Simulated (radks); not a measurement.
Results of a calculation; reference values are marked as such.
Excited configurations of neutral bromine: one electron is placed in a higher orbital outside [Ar] 3d10 4s2 4p4. The ground configuration is [Ar] 3d10 4s2 4p5. Level of theory: scalar-relativistic Kohn-Sham, BLYP, spin-polarised, spherical densities, finite nucleus; open shells are filled with parallel spins first; Fermi nuclear charge, rms radius 4.1629 fm (a radial shooting solver on a logarithmic mesh with Libxc functionals). Excitation = E - E(ground); binding = E(ion) - E, where the ion is the core of charge +1; n* = 1/sqrt(2 binding) in atomic units, and the quantum defect is n - n*.

outer orbital  excitation (eV)  binding (eV)     n*  quantum defect
4d                       9.813         1.962  2.633           1.367
5s                       7.807         3.967  1.852           3.148
5p                       9.272         2.503  2.332           2.668
5d                      10.496         1.279  3.262           1.738
6p                      10.388         1.387  3.132           2.868

The Delta-SCF ionisation energy is 11.775 eV (NIST Atomic Spectra Database: 11.814 eV, measured). Self-interaction in the functional shifts the binding energies and quantum defects, so they are the method's values and not measured ones. Open shells are spherical and high-spin; term and fine-structure splittings are not resolved.
